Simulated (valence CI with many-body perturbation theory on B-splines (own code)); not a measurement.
# Ge¹⁷⁺: E2, M1, M2 decay

Computed by configuration interaction combined with many-body perturbation theory (CI+MBPT): five valence electrons over a frozen Dirac-Fock core [Ne], a basis of 11 s, 11 p, 10 d, 8 f, 5 g, 2 h functions for each j, with the one-electron correlation potential Σ1, the two-electron term Σ2, the three-electron term Σ3, Breit, model QED; selected CI, second order for the rest, scaled by the run's own slope (own B-spline code, finite nucleus).

No measured spectrum was set against this ion. As an estimate, levels of excited configurations hold to 0.05 to 0.15 % of their energy, terms of the ground configuration to about 0.5 %. Among the levels kept, up to 3300 cm⁻¹ of a level comes from second order outside the variational space, and about a tenth of that is noise between levels of different J, which matters for small intervals.

Lines 1 to 17 of 17 in falling wavelength, among levels below 193.22 eV, chosen from the decays that carry over 1 % of a level's rate. Wavelengths and rates use the calculated energies, so an error of 300 cm⁻¹ moves a line at 249.9 nm by 0.75 % and its rate by three times that or more. Electric multipoles are in the length gauge with retardation, E1 and E2 with the static RPA response of the core. M1 uses the relativistic operator with retardation. Weak lines are less certain than strong ones. Lines between different terms over intervals too small for the method are left out, as are lines whose strength nearly cancels. Branching is blank where the lifetime is uncertain.

Names give the largest LS component (configuration and term), which can be under half, so a name can repeat, a term be missing and a line seem to break the LS rules; names also repeat where a configuration has a term twice. Letters in brackets count levels of one name in rising energy.

```
λ vac (nm)            Upper                Lower  Type   A (s⁻¹)  Branch %
     573.5   3s²3p³ ²D°_5/2       3s²3p³ ²D°_3/2    M1  4.28e+01      24.1
     529.0  3s²3p²3d ⁴F_9/2      3s²3p²3d ⁴F_7/2    M1  1.56e+02          
     333.8   3s²3p³ ²P°_3/2       3s²3p³ ²P°_1/2    M1  1.76e+02       2.1
     249.9  3s²3p²3d ²G_9/2      3s²3p²3d ⁴D_7/2    M1  1.24e+02          
     177.8   3s²3p³ ²P°_1/2       3s²3p³ ²D°_3/2    M1  5.09e+02      14.6
     177.2   3s²3p³ ²D°_3/2       3s²3p³ ⁴S°_3/2    M1  1.35e+03     100.0
     145.4   3s²3p³ ²P°_3/2       3s²3p³ ²D°_5/2    M1  1.18e+03      14.0
     135.4   3s²3p³ ²D°_5/2       3s²3p³ ⁴S°_3/2    M1  1.33e+02      75.0
     126.3  3s²3p²3d ²G_9/2      3s²3p²3d ⁴F_9/2    M1  1.52e+03          
     117.3  3s²3p²3d ²G_9/2  3s²3p²3d ²F_7/2 [a]    M1  8.01e+01          
     116.0   3s²3p³ ²P°_3/2       3s²3p³ ²D°_3/2    M1  4.53e+03      53.6
     102.0  3s²3p²3d ²G_9/2      3s²3p²3d ⁴F_7/2    M1  1.16e+03          
     88.74   3s²3p³ ²P°_1/2       3s²3p³ ⁴S°_3/2    M1  2.98e+03      85.2
     70.10   3s²3p³ ²P°_3/2       3s²3p³ ⁴S°_3/2    M1  2.55e+03      30.1
     40.84  3s²3p²3d ⁴F_9/2         3s3p⁴ ⁴P_5/2    E2  9.69e+01          
     30.86  3s²3p²3d ²G_9/2         3s3p⁴ ⁴P_5/2    E2  7.18e+01          
     17.29  3s²3p²3d ⁴F_9/2       3s²3p³ ²D°_5/2    M2  1.37e+02
```
